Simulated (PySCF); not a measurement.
## Atomic charges by several schemes

Compound: C8H12O2.
Structure used (GFN2-xTB), in Å, numbered top down from 1:
```
atom  x, y, z in Å
C1     2.404    0.720   -0.761
C2     1.416   -0.409   -0.494
C3     0.589   -0.167    0.779
C4    -0.384   -1.331    1.018
C5    -1.458   -1.369   -0.044
O6    -1.689   -2.338   -0.719
C7    -2.235   -0.076   -0.157
C8    -1.307    1.132   -0.328
C9    -0.186    1.135    0.687
O10    0.075    2.095    1.365
H11    3.083    0.837    0.081
H12    2.992    0.504   -1.650
H13    1.887    1.665   -0.910
H14    1.964   -1.346   -0.369
H15    0.750   -0.535   -1.349
H16    1.276   -0.086    1.628
H17    0.158   -2.278    1.023
H18   -0.870   -1.204    1.988
H19   -2.813    0.043    0.764
H20   -2.934   -0.139   -0.992
H21   -0.856    1.105   -1.323
H22   -1.873    2.061   -0.239
```

Density: PBE0/pcSseg-1 (PySCF); schemes: Mulliken, IAO, Hirshfeld and ESP-fitted. The structure is a single GFN2-xTB conformer in the gas phase; no vibrational or solvent corrections.

Task: Do the Mulliken, IAO, Hirshfeld and ESP-fitted schemes agree on where the charge is lowest?

Result: The schemes don't all agree: Mulliken C3 (-0.358); IAO C1 (-0.420); Hirshfeld O6 (-0.234); ESP-fitted O10 (-0.501).

Task: Do the Mulliken, IAO, Hirshfeld and ESP-fitted schemes agree on where the charge is highest?

Result: The schemes don't all agree: Mulliken C9 (+0.244); IAO C5 (+0.388); Hirshfeld C5 and C9 (+0.169); ESP-fitted C5 (+0.552).

Task: What partial charge does each atom carry?

Result: In e:

```
atom                    environment  Mulliken     IAO  Hirshfeld  ESP-fitted
  C1                  methyl carbon    -0.250  -0.420     -0.117      -0.359
  C2               chain CH2 carbon    -0.228  -0.248     -0.062      +0.022
  C3  sp3 carbon next to a carbonyl    -0.358  -0.157     -0.032      +0.078
  C4  sp3 carbon next to a carbonyl    -0.119  -0.318     -0.077      -0.444
  C5         ketone carbonyl carbon    +0.171  +0.388     +0.169      +0.552
  O6                  ketone oxygen    -0.340  -0.401     -0.234      -0.494
  C7  sp3 carbon next to a carbonyl    -0.203  -0.316     -0.074      -0.146
  C8  sp3 carbon next to a carbonyl    -0.215  -0.315     -0.074      -0.108
  C9         ketone carbonyl carbon    +0.244  +0.383     +0.169      +0.479
 O10                  ketone oxygen    -0.339  -0.402     -0.231      -0.501
 H11                methyl hydrogen    +0.119  +0.144     +0.044      +0.100
 H12                methyl hydrogen    +0.123  +0.146     +0.045      +0.102
 H13                methyl hydrogen    +0.122  +0.140     +0.037      +0.090
 H14             methylene hydrogen    +0.133  +0.142     +0.046      +0.043
 H15             methylene hydrogen    +0.127  +0.129     +0.035      +0.034
 H16               methine hydrogen    +0.135  +0.150     +0.045      +0.038
 H17             methylene hydrogen    +0.139  +0.158     +0.050      +0.131
 H18             methylene hydrogen    +0.148  +0.156     +0.052      +0.133
 H19             methylene hydrogen    +0.149  +0.158     +0.054      +0.071
 H20             methylene hydrogen    +0.144  +0.163     +0.051      +0.059
 H21             methylene hydrogen    +0.153  +0.155     +0.052      +0.063
 H22             methylene hydrogen    +0.146  +0.164     +0.052      +0.057
```

Mean size of the charges over all atoms: IAO 0.234 e, ESP-fitted 0.186 e, Mulliken 0.186 e, Hirshfeld 0.082 e. Each set sums to the total charge, 0, to within 0.001 e. The IAO scheme counts the electrons in orthogonalised intrinsic atomic orbitals, a minimal basis polarised so that it spans the occupied orbitals exactly.

Task: How closely do the schemes follow one another over all atoms?

Result: Correlation coefficient and root-mean-square difference: IAO with Hirshfeld 0.94, 0.165 e; Mulliken with IAO 0.94, 0.098 e; Hirshfeld with ESP-fitted 0.93, 0.169 e; Mulliken with Hirshfeld 0.89, 0.120 e; IAO with ESP-fitted 0.88, 0.126 e; Mulliken with ESP-fitted 0.73, 0.177 e.

Task: Sum the charges by element.

Result: 
```tsv
element	atoms	Mulliken	IAO	Hirshfeld	ESP-fitted
C	8	-0.959	-1.004	-0.098	+0.075
O	2	-0.678	-0.802	-0.465	-0.995
H	12	+1.637	+1.806	+0.564	+0.921
```

Task: How many electrons does the Hirshfeld scheme count on O10?

Result: Z − q = 8 − (-0.231) = 8.231.

The run behind these numbers computed NMR shieldings as well. Time: 47 s. Hardware: one thread, Arm Neoverse V1, shared host.
